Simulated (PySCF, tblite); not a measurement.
Compound: C₅H₉ClF₂Si.
Z-matrix (Å and degrees, GFN2-xTB geometry), rows numbered from 1:
```
C 
C   1  1.4970
Si  2  1.9011  1  115.54
C   2  1.3258  1  122.71  3  -178.96
Cl  4  1.7574  2  122.29  1     0.75
C   4  1.4977  2  126.53  1   179.06
C   6  1.5244  4  110.63  2  -104.47
F   7  1.3557  6  110.75  4    65.40
F   7  1.3555  6  110.55  4  -177.45
H   1  1.0889  2  109.55  3    60.62
H   1  1.0868  2  112.10  3  -178.58
H   1  1.0888  2  109.84  3   -57.44
H   3  1.4597  2  110.34  1  -117.64
H   3  1.4673  2  108.91  1   120.03
H   3  1.4632  2  106.86  1     2.43
H   6  1.0924  4  110.52  2   136.52
H   6  1.0903  4  110.62  2    15.49
H   7  1.1002  6  113.53  4   -56.05
```

Jobs on this species (18 atoms, 88 electrons) with PySCF (density fitting) and tblite. Hardware of each: an Arm Neoverse V2 with one thread, on a shared host. The host was shared with other jobs, so the times are rough.

```tsv
level and settings	work	basis functions	SCF cycles	wall time
PBE0/pcSseg-1	shieldings, charges and field gradients	212	?	?
GFN2-xTB	Hessian by finite differences	–	–	0.7 s
GFN2-xTB	L-BFGS relaxation	–	–	0.95 s
```

Problem. Fill in the missing figures.

Solution. 
- PBE0/pcSseg-1; shieldings, charges and field gradients: 67 s, 14 SCF cycles

Problem. What do all jobs in the table cost together?

Solution. About 69 s; the longest takes about 98 % of that, and about 96 times as long as the shortest.
